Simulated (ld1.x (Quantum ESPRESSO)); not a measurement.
**Ranking ultrasoft potentials for carbon**

All share these settings but for the change named:

| Property | Result |
| --- | --- |
| Element | C |
| Generator | ld1.x (Quantum ESPRESSO) 7.5 |
| Type | ultrasoft |
| Functional | PBE |
| Relativity | non-relativistic |
| Frozen core | [He] |
| Valence charge | 4 |
| Reference configuration | 2s2 2p2 |
| Partial waves | 2s (bound): rcut 0.95, rcutus 1.30 bohr; 2s channel at 4.2 Ry: rcut 0.95, rcutus 1.30 bohr; 2p (bound): rcut 2.40, rcutus 2.85 bohr; 2p channel at 1.6 Ry: rcut 2.40, rcutus 2.85 bohr |
| Local potential | all-electron potential smoothed inside 1.30 bohr (lloc = -2) |
| Core correction | none |
| Augmentation charge | PSQ, radius 1.00 bohr |

Cutoff: the first of the cutoffs (Ry, on a coarse ladder) from which the occupation-weighted sum of valence levels, in a spherical-Bessel basis at the reference potential, stays within 10 and 1 mRy of its value at 400 Ry; the density cutoff is not measured.

The base gives 8 Ry.

Of 10 variants that were run, those that failed, showed a ghost or another fault, or gave nearly equal values are left out.

A variant can come out equal or close to the base.

Question: Rank these variants from softest to hardest (loose cutoff).
A. local potential all-electron potential smoothed inside 1.70 bohr (lloc = -1)
B. waves 2s (bound): rcut 0.95, rcutus 1.12 bohr; 2s channel at 4.2 Ry: rcut 0.95, rcutus 1.12 bohr
C. type TM; waves now 2s (bound): rc 1.30 bohr; 2p (bound): rc 2.85 bohr; local potential all-electron potential smoothed inside 2.70 bohr (lloc = -2)
D. waves 2p (bound): rcut 2.40, rcutus 2.56 bohr; 2p channel at 1.6 Ry: rcut 2.40, rcutus 2.56 bohr

Answer: A (8 Ry), D (10 Ry), B (18 Ry), C (30 Ry).
